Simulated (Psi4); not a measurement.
F$_{2}$ (SMILES FF), singlet, geometry from GFN2-xTB; PBE0/STO-3G in Psi4.

Here is a job for Psi4.
```
memory 2 GB

molecule mol {
0 1
F    -0.000000   -0.000000   -0.701582
F     0.000000    0.000000    0.701582
}

set {
  basis sto-3g
  reference rks
  damping_percentage 50
}

energy('pbe0')
print_variables()
```

### Question
What does Psi4 print? Leave out banner, timings and long lists.

### Answer

```
   => Loading Basis Set <=

    Name: STO-3G
    Role: ORBITAL
    Keyword: BASIS

         ---------------------------------------------------------
                                   SCF
               by Justin Turney, Rob Parrish, Andy Simmonett
                          and Daniel G. A. Smith
                              RKS Reference
         ---------------------------------------------------------

  ==> Geometry <==

    Molecular point group: d2h
    Full point group: D_inf_h

    Geometry (in Angstrom), charge = 0, multiplicity = 1:

       Center              X                  Y                   Z               Mass
    ------------   -----------------  -----------------  -----------------  -----------------
         F            0.000000000000     0.000000000000    -0.701582000000    18.998403162730
         F            0.000000000000     0.000000000000     0.701582000000    18.998403162730

  Running in d2h symmetry.

  Rotational constants: A = ************  B =      0.90135  C =      0.90135 [cm^-1]
  Rotational constants: A = ************  B =  27021.73483  C =  27021.73483 [MHz]
  Nuclear repulsion =   30.547643799491720

  Charge       = 0
  Multiplicity = 1
  Electrons    = 18
  Nalpha       = 9
  Nbeta        = 9

  ==> Algorithm <==

  SCF Algorithm Type is DF.
  DIIS enabled.
  MOM disabled.
  Fractional occupation disabled.
  Guess Type is SAD.
  Energy threshold   = 1.00e-06
  Density threshold  = 1.00e-06
  Integral threshold = 1.00e-12

  ==> Primary Basis <==

  Basis Set: STO-3G
    Blend: STO-3G
    Number of shells: 6
    Number of basis functions: 10
    Number of Cartesian functions: 10
    Spherical Harmonics?: true
    Max angular momentum: 1

  ==> DFT Potential <==

   => LibXC <=

    Version 7.1.2
    S. Lehtola, C. Steigemann, M. J. T. Oliveira, and M. A. L. Marques,  SoftwareX 7, 1–5 (2018) (10.1016/j.softx.2017.11.002)

   => Composite Functional: PBE0 <=

    PBE0 Hyb-GGA Exchange-Correlation Functional

    C. Adamo and V. Barone,  J. Chem. Phys. 110, 6158 (1999) (10.1063/1.478522)
    M. Ernzerhof and G. E. Scuseria,  J. Chem. Phys. 110, 5029 (1999) (10.1063/1.478401)

    Deriv               =              1
    GGA                 =           TRUE
    Meta                =          FALSE

    Exchange Hybrid     =           TRUE
    MP2 Hybrid          =          FALSE

   => Exchange Functionals <=

    0.7500   Perdew, Burke & Ernzerhof

   => Exact (HF) Exchange <=

    0.2500               HF

   => Correlation Functionals <=

    1.0000   Perdew, Burke & Ernzerhof

   => LibXC Density Thresholds  <==

    XC_HYB_GGA_XC_PBEH:  1.00E-15

   => Molecular Quadrature <=

    Radial Scheme          =       TREUTLER
    Pruning Scheme         =           NONE
    Nuclear Scheme         =       TREUTLER

    Blocking Scheme        =         OCTREE
    BS radius alpha        =              1
    Pruning alpha          =              1
    Radial Points          =             75
    Spherical Points       =            302
    Total Points           =          40858
    Total Blocks           =            358
    Max Points             =            253
    Max Functions          =             10
    Weights Tolerance      =       1.00E-15

   => Loading Basis Set <=

    Name: (STO-3G AUX)
    Role: JKFIT
    Keyword: DF_BASIS_SCF

  ==> Integral Setup <==

  SCF_SUBTYPE=INCORE selected. In-core MEM_DF algorithm will be used.
  Using in-core AOs.

  ==> MemDFJK: Density-Fitted J/K Matrices <==

    J tasked:                   Yes
    K tasked:                   Yes
    wK tasked:                   No
    Algorithm:                 Core
    Schwarz Cutoff:           1E-12
    Mask sparsity (%):       2.0000
    Fitting Condition:        1E-10

   => Auxiliary Basis Set <=

  Basis Set: (STO-3G AUX)
    Blend: DEF2-UNIVERSAL-JKFIT
    Number of shells: 50
    Number of basis functions: 154
    Number of Cartesian functions: 186
    Spherical Harmonics?: true
[...]
    Total      10      10
   -------------------------

  ==> Iterations <==

                           Total Energy        Delta E     RMS |[F,P]|

   @DF-RKS iter SAD:  -195.93863109232646   -1.95939e+02   0.00000e+00
   @DF-RKS iter   1:  -196.51818487604260   -5.79554e-01   1.78433e-02 ADIIS/DIIS
   @DF-RKS iter   2:  -196.52336312005940   -5.17824e-03   2.66748e-03 ADIIS/DIIS/DAMP=50%
   @DF-RKS iter   3:  -196.52835511609882   -4.99200e-03   1.11357e-03 ADIIS/DIIS/DAMP=50%
   @DF-RKS iter   4:  -196.52509789236609    3.25722e-03   8.02818e-04 ADIIS/DIIS/DAMP=50%
   @DF-RKS iter   5:  -196.52480114724321    2.96745e-04   4.53997e-04 ADIIS/DIIS/DAMP=50%
   @DF-RKS iter   6:  -196.52419562367533    6.05524e-04   2.84132e-04 ADIIS/DIIS/DAMP=50%
   @DF-RKS iter   7:  -196.52390410463187    2.91519e-04   1.79494e-04 ADIIS/DIIS/DAMP=50%
   @DF-RKS iter   8:  -196.52375290421563    1.51200e-04   1.09580e-04 ADIIS/DIIS/DAMP=50%
   @DF-RKS iter   9:  -196.52365863028754    9.42739e-05   6.24132e-05 DIIS/DAMP=50%
   @DF-RKS iter  10:  -196.52358341452586    7.52158e-05   3.42664e-05 DIIS/DAMP=50%
   @DF-RKS iter  11:  -196.52353176607821    5.16484e-05   1.86049e-05 DIIS/DAMP=50%
   @DF-RKS iter  12:  -196.52350336378595    2.84023e-05   9.32893e-06 DIIS/DAMP=50%
   @DF-RKS iter  13:  -196.52348343675132    1.99270e-05   4.86358e-06 DIIS/DAMP=50%
   @DF-RKS iter  14:  -196.52347389192812    9.54482e-06   2.41715e-06 DIIS/DAMP=50%
   @DF-RKS iter  15:  -196.52346835942259    5.53251e-06   1.22989e-06 DIIS/DAMP=50%
   @DF-RKS iter  16:  -196.52346566184190    2.69758e-06   6.16783e-07 DIIS/DAMP=50%
   @DF-RKS iter  17:  -196.52346422999406    1.43185e-06   3.19087e-07 DIIS/DAMP=50%
   @DF-RKS iter  18:  -196.52346356992140    6.60073e-07   1.58363e-07 DIIS/DAMP=50%
  Energy and wave function converged.

  ==> Post-Iterations <==

   Electrons on quadrature grid:
      Ntotal   =   18.0000035708 ; deviation = 3.571e-06

    Orbital Energies [Eh]
    ---------------------

    Doubly Occupied:

[...]
    Virtual:

       3B1u    0.119487

    Final Occupation by Irrep:
             Ag   B1g   B2g   B3g    Au   B1u   B2u   B3u
    DOCC [     3,    0,    1,    1,    0,    2,    1,    1 ]
    NA   [     3,    0,    1,    1,    0,    2,    1,    1 ]
    NB   [     3,    0,    1,    1,    0,    2,    1,    1 ]

  @DF-RKS Final Energy:  -196.52346356992140

   => Energetics <=

    Nuclear Repulsion Energy =             30.5476437994917198
    One-Electron Energy =                -337.5658064146206812
    Two-Electron Energy =                 126.2716232067464972
    DFT Exchange-Correlation Energy =     -15.7769241615389237
    Empirical Dispersion Energy =           0.0000000000000000
    VV10 Nonlocal Energy =                  0.0000000000000000
    Total Energy =                       -196.5234635699214039

Computation Completed

Properties will be evaluated at   0.000000,   0.000000,   0.000000 [a0]

Properties computed using the SCF density matrix

 Multipole Moments:

 ------------------------------------------------------------------------------------
     Multipole            Electronic (a.u.)      Nuclear  (a.u.)        Total (a.u.)
 ------------------------------------------------------------------------------------

 L = 1.  Multiply by 2.5417464519 to convert [e a0] to [Debye]
 Dipole X            :          0.0000000            0.0000000            0.0000000
 Dipole Y            :          0.0000000            0.0000000            0.0000000
 Dipole Z            :          0.0000000            0.0000000            0.0000000
 Magnitude           :                                                    0.0000000

 ------------------------------------------------------------------------------------

  Variable Map:
  ----------------------------------------------------------------------------
[...]
  Array Variable Map:
  ----------------------------------------------------------------------------
[...]
[...]
```
